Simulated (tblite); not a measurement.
C4H16N2PSi (charge +1).
Numbering: `[CH3:1][N:2]([CH3:3])[P@+:4]([CH3:5])([NH2:6])[CH2:7][SiH3:8]` (hydrogens: H9, H10, H11 on C1; H12, H13, H14 on C3; H15, H16, H17 on C5; H18, H19 on N6; H20, H21 on C7; H22, H23, H24 on Si8)

Structure used (GFN2-xTB), in Å, numbered top down from 1:
```
atom  x, y, z in Å
C1     1.315   -1.214    1.138
N2     1.244   -0.156    0.138
C3     2.022   -0.459   -1.056
P4    -0.138    0.740    0.011
C5     0.282    2.204   -0.990
N6    -0.475    1.134    1.575
C7    -1.628   -0.031   -0.659
Si8   -2.288   -1.574    0.307
H9     2.328   -1.242    1.542
H10    1.089   -2.193    0.709
H11    0.618   -1.013    1.947
H12    3.064   -0.594   -0.762
H13    1.972    0.363   -1.765
H14    1.685   -1.376   -1.547
H15    1.255    2.587   -0.684
H16   -0.476    2.965   -0.808
H17    0.292    1.981   -2.054
H18   -1.372    1.565    1.750
H19    0.274    1.587    2.086
H20   -2.394    0.745   -0.691
H21   -1.406   -0.301   -1.692
H22   -2.309   -1.220    1.724
H23   -1.354   -2.666    0.040
H24   -3.614   -1.808   -0.249
```

Calculated harmonic vibrations of the isolated species, GFN2-xTB (tblite), most abundant isotopes, no scaling. The method is semi-empirical: single wavenumbers can be off by several per cent or more. Modes of hydrogen on silicon can be 10 to 20 % off. One conformer, not necessarily the lowest.

Harmonic wavenumbers (cm⁻¹): 39.9, 68.2, 113.7, 130.3, 138.1, 173.4, 195.3, 204.0, 212.7, 238.3, 256.0, 274.9, 289.5, 331.1, 366.6, 378.8, 505.9, 525.3, 572.5, 637.6, 680.5, 686.4, 744.8, 758.0, 761.7, 777.8, 798.5, 807.0, 834.1, 894.4, 930.4, 995.5, 1015.4, 1037.1, 1077.5, 1117.6, 1120.8, 1183.1, 1267.3, 1317.0, 1397.6, 1403.1, 1409.3, 1409.9, 1416.1, 1426.8, 1453.6, 1465.5, 1478.6, 1490.3, 2292.8, 2297.5, 2343.3, 2958.4, 2965.5, 2971.0, 2973.9, 2997.1, 3000.7, 3004.4, 3008.9, 3026.4, 3046.7, 3048.7, 3385.6, 3432.4.

A = 1671, B = 1076, C = 900.5 MHz; mass 151.082 u (most abundant isotopes); point group C1, symmetry number 1.

Task: Zero-point energy?

Result: ½Σν̃ = 42781 cm⁻¹ = 511.77 kJ/mol.

Task: Give the ideal-gas entropy at 350 K and 1 bar in the rigid-rotor, harmonic-oscillator model (classical rotation).

Result: Translation 174.77, rotation 126.16, vibration 209.00: S = 509.9 J/(mol K).

Task: And Cp and H(350 K) − H(0)?

Result: Cp = 243.99 J/(mol K), of which vibrations give 210.74 (their classical limit is 66 R = 548.8); H(350 K) − H(0) = 50.38 kJ/mol without the zero-point energy, 38.74 from vibrations.

Task: How do the functions run with temperature in this model?

Result: 
| T (K) | S (J/(mol K)) | Cp (J/(mol K)) | H − H(0) (kJ/mol) | G − H(0) (kJ/mol) | ln q(vib) |
| --- | --- | --- | --- | --- | --- |
| 100 | 307.1 | 102.0 | 6.28 | -24.42 | 2.19 |
| 200 | 397.5 | 163.5 | 19.68 | -59.82 | 6.02 |
| 300 | 474.3 | 218.5 | 38.81 | -103.48 | 9.91 |
| 500 | 608.3 | 308.7 | 92.06 | -212.12 | 17.40 |
| 800 | 774.0 | 395.7 | 198.80 | -420.38 | 27.70 |
| 1000 | 866.7 | 435.1 | 282.08 | -584.65 | 33.93 |

q(vib) and H(0) count from the zero-point level.

Task: What must be added to the electronic energy to get the Gibbs energy at 350 K and 1 bar?

Result: ZPE + [H(350 K) − H(0)] − T·S = 511.77 + 50.38 − 178.47 = 383.68 kJ/mol.

Task: Blend soft modes into free rotors: weight 1/[1 + (100 cm⁻¹/ν̃)⁴] for the oscillator and the rest for a rotor with moment μB/(μ + B), μ = h/(8π²ν), B = 10⁻⁴⁴ kg m². What vibrational entropy results?

Result: 196.37 J/(mol K) in place of 209.00, which changes −T·S at 350 K by +4.42 kJ/mol.

Task: Which modes carry the vibrational entropy at 350 K?

Result: 39.9 cm⁻¹: 23.35; 68.2 cm⁻¹: 18.92; 113.7 cm⁻¹: 14.71; 130.3 cm⁻¹: 13.60; 138.1 cm⁻¹: 13.13; 173.4 cm⁻¹: 11.30 J/(mol K); the other 60 give 113.98 together.

Hindered rotation and anharmonicity are outside this model. Other conformers, if any are populated, would add a mixing term that is left out. The structure is chiral; the term R ln 2 for an equal mix with its mirror image is left out.
